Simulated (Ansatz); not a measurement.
C₂H₃OSi (`[C]#C[SiH2]O`) radical. The species carries charge 0 and has multiplicity 2. Geometry: relaxed with PBE0-D4/def2-TZVP. It is one conformer, not always the lowest.

```xyz
7

C    -0.513   -1.995   -1.634
C    -0.394   -1.136   -0.787
Si   -0.171    0.149    0.502
O     0.543    1.488   -0.114
H     0.636   -0.473    1.581
H    -1.495    0.575    0.997
H     1.394    1.392   -0.545
```

Problem. What is the dipole moment at B3LYP/def2-TZVPP? (Best estimate.)

Solution. The calculation gave: 1.14 D, with components (1.14, -0.09, 0.03) D in this frame, pointing from negative to positive charge.

Problem. And with PBE, r2SCAN, ωB97M-V? (Estimate.)

Solution. The calculation gave: PBE 1.22 D, r2SCAN 1.17 D, ωB97M-V 1.15 D.

Problem. Give the Mulliken charges with B3LYP, PBE, ωB97M-V in def2-TZVPP. (An estimate is asked.)

Solution. Ansatz gave: 
| atom | B3LYP | PBE | ωB97M-V |
| --- | --- | --- | --- |
| C1 | -0.03 | -0.01 | -0.06 |
| C2 | -0.18 | -0.18 | -0.16 |
| Si3 | 0.55 | 0.46 | 0.48 |
| O4 | -0.38 | -0.34 | -0.37 |
| H5 | -0.08 | -0.07 | -0.04 |
| H6 | -0.06 | -0.05 | -0.02 |
| H7 | 0.19 | 0.19 | 0.18 |

B3LYP here is the variant with VWN-RPA as its local correlation; programs differ in this.
